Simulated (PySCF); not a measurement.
**B⁺: excitation energy**

B⁺ [He] 2s2 (1S) → B⁺ [He] 2s1 2p1 (3P), as a difference of total energies. Calculation: PySCF 2.14, in aug-cc-pwCVTZ (7s6p4d2f, 59 functions); the non-relativistic Hamiltonian (point nucleus). Correlated levels: valence and next inner shell: nothing frozen. The calculations carry no spin-orbit coupling.

```json
{"method": "UHF", "excitation energy (cm⁻¹)": "25350", "error (cm⁻¹)": "-12000"}
{"method": "MP2 (valence and next inner shell)", "excitation energy (cm⁻¹)": "32793", "error (cm⁻¹)": "-4556"}
{"method": "SCS-MP2 (valence and next inner shell)", "excitation energy (cm⁻¹)": "34952", "error (cm⁻¹)": "-2398"}
{"method": "CCSD (valence and next inner shell)", "excitation energy (cm⁻¹)": "37196", "error (cm⁻¹)": "-154"}
{"method": "CCSD(T) (valence and next inner shell)", "excitation energy (cm⁻¹)": "37331", "error (cm⁻¹)": "-19"}
```

Reference: 37350 cm⁻¹ (measured; NIST levels, between the centres of gravity of the two terms).

Errors of the correlated levels include the incompleteness of this basis.
